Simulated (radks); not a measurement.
Initial-state core-level shifts of neutral phosphorus when its valence configuration changes from [Ne] 3s2 3p3. Calculated with a radial shooting solver on a logarithmic mesh with Libxc functionals: scalar-relativistic Kohn-Sham, r2SCAN, spin-polarised, spherical densities, finite nucleus; open shells are filled with parallel spins first; meta-GGA in the generalised Kohn-Sham scheme; Fermi nuclear charge, rms radius 3.1889 fm. Shifts are changes of the shell-averaged eigenvalues in eV (positive: less bound); the change of the density at the nucleus, which sets a Mossbauer isomer shift, is in e/bohr^3, on a base of 2390.

valence          1s      2s      2p  density at nucleus
3s1 3p4      -1.912  -1.841  -1.837             -6.4913
3p5          -4.038  -3.817  -3.823            -13.6109
3s1.5 3p3.5  -0.916  -0.884  -0.882             -3.3754
